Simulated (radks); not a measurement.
Q: The mean radii <r> (bohr) of the occupied orbitals of an atom or ion are listed with their occupations. Method: scalar-relativistic Kohn-Sham, exchange-only LDA, spin-polarised, spherical densities, point nucleus; computed with a radial shooting solver on a logarithmic mesh with Libxc functionals.

orbital  occ.      <r>
1s up       1  0.04765

Name the element and its charge. Open shells, if any, are filled with parallel spins first.

A: Z = 31, gallium, charge +30: Ga30+ in 1s1. The 1s radius gives Z: for a bare nucleus <r> = (2 gamma + 1)/(2Z) with gamma = sqrt(1 - (Z/c)^2), 0.04755 bohr for Z = 31, and the self-interaction of the functional makes it slightly larger (0.04765 here). The occupations add up to 1, and the charge is Z minus that.
